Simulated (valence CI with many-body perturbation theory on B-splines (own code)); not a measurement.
## E1 transitions of Os LXII

Calculated by valence CI with perturbative core correlation (CI+MBPT): five valence electrons over a frozen Dirac-Fock core [Ne], radial functions for each j: 11 s, 11 p, 10 d, 8 f, 5 g, 2 h, with the one-electron correlation potential Σ1 (screened to all orders), the two-electron term Σ2, the three-electron term Σ3, Breit, model QED; selected single and double excitations, second order for the rest, scaled by the run's own slope (own B-spline code, finite nucleus).

No measured spectrum was set against this ion. As an estimate, large intervals hold to a few tenths of a per cent, small ones and those within an open d or f shell to about a per cent. Among the levels kept, up to 3100 cm⁻¹ of a level comes from second order outside the variational space, and about a tenth of that is noise between levels of different J, which matters for small intervals.

Lines 101 to 150 of 565 in falling wavelength, among levels below 109.28 Ry, chosen from the strongest by gf and those to the six lowest levels. Wavelengths and rates use the calculated energies. Electric multipoles are in the length gauge with retardation, E1 and E2 with the static RPA response of the core. Weak lines are less certain than strong ones. Lines between different terms over intervals too small for the method are left out, as are lines whose strength nearly cancels. The highest levels of a list are the least certain.

Levels are named by their leading jj configuration (3d3/2^4 stands for four electrons in 3d with j = 3/2), which in mixed levels can hold well under half, so a name can repeat and another be missing. Letters in brackets count levels of one name in rising energy.

```
λ vac (Å)                               Upper                               Lower   A (s⁻¹)  S (a.u.) with core polarisation  S without
    37.58          (3s^2 3p1/2 3d5/2^2) J=9/2  (3s^2 3p1/2 3p3/2 3d5/2) J=7/2 [b]  3.81e+11                         9.97e-02   1.01e-01
    37.52          (3s^2 3p1/2 3d5/2^2) J=5/2  (3s^2 3p1/2 3p3/2 3d5/2) J=3/2 [b]  1.55e+11                         2.43e-02   2.46e-02
    37.40  (3s 3p1/2^2 3d3/2 3d5/2) J=3/2 [b]  (3s 3p1/2^2 3p3/2 3d3/2) J=1/2 [b]  7.46e+10                         7.71e-03   7.80e-03
    37.38          (3s 3p1/2^2 3d5/2^2) J=3/2  (3s 3p1/2^2 3p3/2 3d5/2) J=3/2 [b]  1.14e+11                         1.18e-02   1.19e-02
    37.36  (3s^2 3p1/2 3p3/2 3d5/2) J=5/2 [a]          (3s^2 3p1/2 3p3/2^2) J=5/2  1.13e+11                         1.75e-02   1.77e-02
    37.15  (3s 3p1/2 3p3/2^2 3d5/2) J=7/2 [b]            (3s 3p1/2 3p3/2^3) J=5/2  3.15e+10                         6.38e-03   6.46e-03
    37.13          (3s 3p1/2^2 3d5/2^2) J=3/2  (3s 3p1/2^2 3p3/2 3d5/2) J=5/2 [b]  7.06e+10                         7.14e-03   7.22e-03
    37.12  (3s^2 3p1/2 3d3/2 3d5/2) J=7/2 [a]      (3s^2 3p1/2 3p3/2 3d3/2) J=7/2  6.21e+10                         1.25e-02   1.27e-02
    37.08  (3s^2 3p3/2 3d3/2 3d5/2) J=3/2 [a]          (3s^2 3p3/2^2 3d3/2) J=1/2  7.45e+10                         7.50e-03   7.59e-03
    36.94  (3s^2 3p3/2 3d3/2 3d5/2) J=5/2 [b]      (3s^2 3p3/2^2 3d3/2) J=3/2 [a]  8.80e+10                         1.31e-02   1.33e-02
    36.91  (3s 3p1/2^2 3d3/2 3d5/2) J=7/2 [b]  (3s 3p1/2^2 3p3/2 3d3/2) J=5/2 [b]  2.03e+11                         4.04e-02   4.09e-02
    36.90  (3s^2 3p3/2 3d3/2 3d5/2) J=3/2 [a]      (3s^2 3p3/2^2 3d3/2) J=3/2 [a]  7.59e+10                         7.53e-03   7.62e-03
    36.68      (3s 3p1/2^2 3d3/2 3d5/2) J=1/2  (3s 3p1/2^2 3p3/2 3d3/2) J=1/2 [b]  2.13e+11                         1.04e-02   1.05e-02
    36.59          (3s 3p1/2^2 3d5/2^2) J=3/2      (3s 3p1/2^2 3p3/2 3d5/2) J=1/2  1.48e+11                         1.43e-02   1.45e-02
    36.58  (3s^2 3p1/2 3d3/2 3d5/2) J=5/2 [b]  (3s^2 3p1/2 3p3/2 3d3/2) J=3/2 [b]  2.46e+11                         3.57e-02   3.61e-02
    36.53          (3s^2 3p1/2 3d5/2^2) J=5/2  (3s^2 3p1/2 3p3/2 3d5/2) J=7/2 [b]  9.46e+10                         1.37e-02   1.38e-02
    36.51         (3s^2 3p3/2 3d5/2^2) J=11/2          (3s^2 3p3/2^2 3d5/2) J=9/2  2.57e+11                         7.41e-02   7.50e-02
    36.48          (3s 3p1/2^2 3d5/2^2) J=9/2  (3s 3p1/2^2 3p3/2 3d5/2) J=7/2 [a]  2.72e+11                         6.51e-02   6.59e-02
    36.44  (3s 3p1/2 3p3/2^2 3d5/2) J=3/2 [c]            (3s 3p1/2 3p3/2^3) J=1/2  6.88e+10                         6.57e-03   6.66e-03
    36.42  (3s^2 3p1/2 3p3/2 3d5/2) J=3/2 [a]          (3s^2 3p1/2 3p3/2^2) J=3/2  1.84e+11                         1.75e-02   1.78e-02
    36.40  (3s 3p1/2^2 3d3/2 3d5/2) J=5/2 [b]  (3s 3p1/2^2 3p3/2 3d3/2) J=3/2 [b]  1.24e+11                         1.77e-02   1.79e-02
    36.35  (3s^2 3p3/2 3d3/2 3d5/2) J=5/2 [b]          (3s^2 3p3/2^2 3d3/2) J=5/2  6.66e+10                         9.47e-03   9.59e-03
    36.29  (3s^2 3p3/2 3d3/2 3d5/2) J=5/2 [b]          (3s^2 3p3/2^2 3d3/2) J=7/2  4.90e+10                         6.93e-03   7.02e-03
    36.26  (3s^2 3p3/2 3d3/2 3d5/2) J=7/2 [b]          (3s^2 3p3/2^2 3d3/2) J=7/2  2.00e+11                         3.76e-02   3.80e-02
    36.25          (3s 3p1/2^2 3d5/2^2) J=7/2  (3s 3p1/2^2 3p3/2 3d5/2) J=7/2 [b]  1.34e+11                         2.52e-02   2.55e-02
    36.18  (3s 3p1/2 3p3/2^2 3d5/2) J=5/2 [a]        (3s 3p1/2 3p3/2^3) J=3/2 [a]  7.82e+10                         1.10e-02   1.11e-02
    36.13  (3s 3p1/2 3p3/2^2 3d5/2) J=3/2 [b]            (3s 3p1/2 3p3/2^3) J=5/2  1.62e+11                         1.51e-02   1.53e-02
    36.09          (3s^2 3p1/2^2 3d5/2) J=5/2          (3s^2 3p1/2^2 3p3/2) J=3/2  2.74e+11                         3.81e-02   3.86e-02
    36.09  (3s 3p1/2^2 3p3/2 3d5/2) J=5/2 [a]          (3s 3p1/2^2 3p3/2^2) J=5/2  1.99e+11                         2.77e-02   2.80e-02
    36.04  (3s^2 3p1/2 3p3/2 3d5/2) J=5/2 [a]          (3s^2 3p1/2 3p3/2^2) J=3/2  6.64e+10                         9.20e-03   9.31e-03
    35.89      (3s 3p1/2^2 3p3/2 3d5/2) J=1/2          (3s 3p1/2^2 3p3/2^2) J=1/2  3.31e+11                         1.51e-02   1.53e-02
    35.76  (3s^2 3p1/2 3d3/2 3d5/2) J=7/2 [a]  (3s^2 3p1/2 3p3/2 3d3/2) J=5/2 [a]  2.46e+11                         4.43e-02   4.49e-02
    35.75  (3s 3p1/2 3p3/2^2 3d5/2) J=1/2 [c]        (3s 3p1/2 3p3/2^3) J=3/2 [b]  2.16e+11                         9.72e-03   9.85e-03
    35.73  (3s^2 3p1/2 3p3/2 3d5/2) J=3/2 [b]          (3s^2 3p1/2 3p3/2^2) J=1/2  2.99e+11                         2.70e-02   2.73e-02
    35.72  (3s^2 3p1/2 3d3/2 3d5/2) J=5/2 [a]  (3s^2 3p1/2 3p3/2 3d3/2) J=3/2 [a]  1.87e+11                         2.53e-02   2.56e-02
    35.72  (3s 3p1/2^2 3d3/2 3d5/2) J=3/2 [b]  (3s 3p1/2^2 3p3/2 3d3/2) J=3/2 [b]  1.55e+11                         1.39e-02   1.41e-02
    35.72  (3s 3p1/2 3p3/2^2 3d5/2) J=5/2 [c]            (3s 3p1/2 3p3/2^3) J=5/2  6.12e+10                         8.26e-03   8.36e-03
    35.67  (3s^2 3p3/2 3d3/2 3d5/2) J=3/2 [b]      (3s^2 3p3/2^2 3d3/2) J=3/2 [b]  3.60e+11                         3.23e-02   3.27e-02
    35.58  (3s 3p1/2 3p3/2^2 3d5/2) J=3/2 [a]        (3s 3p1/2 3p3/2^3) J=3/2 [a]  1.60e+11                         1.43e-02   1.44e-02
    35.56      (3s^2 3p1/2 3d3/2 3d5/2) J=9/2      (3s^2 3p1/2 3p3/2 3d3/2) J=7/2  3.20e+11                         7.10e-02   7.18e-02
    35.56  (3s^2 3p1/2 3d3/2 3d5/2) J=3/2 [b]  (3s^2 3p1/2 3p3/2 3d3/2) J=3/2 [b]  7.06e+10                         6.26e-03   6.34e-03
    35.55  (3s 3p1/2^2 3d3/2 3d5/2) J=7/2 [a]  (3s 3p1/2^2 3p3/2 3d3/2) J=5/2 [a]  2.19e+11                         3.88e-02   3.93e-02
    35.51          (3s^2 3p3/2 3d5/2^2) J=5/2          (3s^2 3p3/2^2 3d5/2) J=7/2  1.52e+11                         2.01e-02   2.04e-02
    35.49  (3s 3p1/2 3p3/2^2 3d5/2) J=1/2 [c]            (3s 3p1/2 3p3/2^3) J=1/2  2.78e+11                         1.23e-02   1.24e-02
    35.46  (3s^2 3p1/2 3d3/2 3d5/2) J=3/2 [b]  (3s^2 3p1/2 3p3/2 3d3/2) J=1/2 [b]  2.26e+11                         1.99e-02   2.01e-02
    35.40          (3s^2 3p1/2 3d5/2^2) J=7/2  (3s^2 3p1/2 3p3/2 3d5/2) J=5/2 [a]  3.63e+10                         6.36e-03   6.44e-03
    35.35          (3s^2 3p3/2 3d5/2^2) J=7/2          (3s^2 3p3/2^2 3d5/2) J=9/2  1.10e+11                         1.91e-02   1.93e-02
    35.33      (3s^2 3p1/2 3p3/2 3d5/2) J=1/2          (3s^2 3p1/2 3p3/2^2) J=1/2  4.54e+11                         1.98e-02   2.00e-02
    35.33  (3s^2 3p1/2 3d3/2 3d5/2) J=5/2 [a]  (3s^2 3p1/2 3p3/2 3d3/2) J=5/2 [a]  1.57e+11                         2.05e-02   2.07e-02
    35.31  (3s 3p1/2^2 3p3/2 3d5/2) J=7/2 [a]          (3s 3p1/2^2 3p3/2^2) J=5/2  3.20e+11                         5.57e-02   5.63e-02
```
